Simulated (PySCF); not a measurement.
A ladder for the ionisation energy of Mn

Mn [Ar] 3d5 4s2 (6S) → Mn⁺ [Ar] 3d5 4s1 (7S). Scalar values calculated with PySCF 2.14 in aug-cc-pVTZ-DK (spin-free X2C; valence: [Ar] frozen). The spin-orbit shift comes from two-component X2C-1e calculations (generalised Hartree-Fock, GHF, and MP2 on its spinors, GMP2) in x2c-QZVPPall-2c: GMP2 gives 7.151 eV without and 7.151 eV with screened spin-orbit coupling, a shift of 0.000 eV (GHF: 0.000 eV). Sums use unrounded values; where a UHF row is shifted, it takes the GHF shift.

| method | scalar (eV) | plus spin-orbit shift (eV) | error (eV) |
| --- | --- | --- | --- |
| UHF | 6.022 | 6.022 | -1.412 |
| MP2 (valence) | 7.043 | 7.043 | -0.391 |
| SCS-MP2 (valence) | 7.268 | 7.268 | -0.166 |
| CCSD (valence) | 7.250 | 7.250 | -0.184 |
| CCSD(T) (valence) | 7.335 | 7.336 | -0.099 |
| LDA | 7.577 | 7.577 | 0.143 |
| PBE | 7.245 | 7.245 | -0.189 |
| PBE0 | 7.099 | 7.099 | -0.335 |
| r2SCAN | 6.945 | 6.945 | -0.489 |
| M06-L | 7.604 | 7.604 | 0.170 |
| HSE06 | 7.108 | 7.108 | -0.326 |
| M06-2X | 8.106 | 8.106 | 0.672 |
| B2PLYP | 7.405 | 7.405 | -0.029 |

Reference: 7.434 eV (measured; NIST Atomic Spectra Database, ionization energies).

The errors of the correlated levels include the incompleteness of the basis and the frozen core, so a lower level can come closer by cancellation.
